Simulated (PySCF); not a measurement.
A series of substituents X on one scaffold: silaethenyl-X. All species are isolated molecules in the gas phase. One relaxed conformer stands for each flexible species; it need not be the lowest. Strings in code marks are SMILES.

Calculation: PBE-D3(BJ)/def2-TZVP // PBE0-D3(BJ)/def2-TZVP in PySCF. All candidates: neutral, multiplicity 1. Excitations are Tamm–Dancoff values on a coarser integration grid. The basis has no diffuse functions, so Rydberg states are missing or too high.

- HOMO–LUMO gap = 2.35 eV
- brightest of the four lowest singlets (TDA) = 3.93 eV
- HOMO = -5.85 eV

### Question
Identify which member has these values.
A) `C=[SiH]F`
B) `C=[SiH]C=O` (C–Si–C–O torsion 0°)
C) `C=[SiH]CC` (C–Si–C–C torsion 1°)
D) `C=[SiH]N(C)C` (C–Si–N–C torsion 180°)

### Answer
B, `C=[SiH]C=O` (C–Si–C–O torsion 0°). The others give `C=[SiH]F`: 4.01 eV, 5.76 eV, -5.62 eV; `C=[SiH]CC` (C–Si–C–C torsion 1°): 3.78 eV, 5.67 eV, -5.24 eV; `C=[SiH]N(C)C` (C–Si–N–C torsion 180°): 3.70 eV, 5.09 eV, -4.52 eV
